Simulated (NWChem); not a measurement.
Molecule: C$_{2}$H$_{6}$O$_{2}$Si; SMILES O[Si@H](C)C=O

```xyz
11

C     -0.9168    -1.8156    -0.4480
Si     0.0729    -0.5028     0.4336
O      1.5891    -0.2903    -0.2098
C     -0.6739     1.2605     0.1646
O      0.0521     2.0831    -0.3526
H     -0.4175    -2.7934    -0.3621
H     -1.0235    -1.5817    -1.5181
H     -1.9214    -1.9117    -0.0059
H      0.1190    -0.7896     1.9000
H      1.6867     0.6357    -0.4849
H     -1.7198     1.5563     0.4524
```
Atoms are numbered in this order, from 1.

All runs: NWChem. Pople sets run with spherical d functions. The geometry was optimised at PBE0/def2-SVP. Atomic charges in e: unrestrained fits to the electrostatic potential beside Mulliken populations; buried atoms are poorly determined by the fit.

For level B3LYP/def2-SVP:

- Mulliken C1: -0.25
- ESP Si2: 0.70
- Mulliken Si2: 0.62
- ESP O3: -0.62
- Mulliken O3: -0.39
- Mulliken O5: -0.23

### Question
How do the values read with level Hartree-Fock/6-31G* instead?

### Answer
The Mulliken C1 is -0.82, the ESP Si2 is 0.89 and the Mulliken Si2 is 1.12. The ESP O3 is -0.74. The Mulliken O3 comes out as -0.91 and the Mulliken O5 comes out as -0.49.
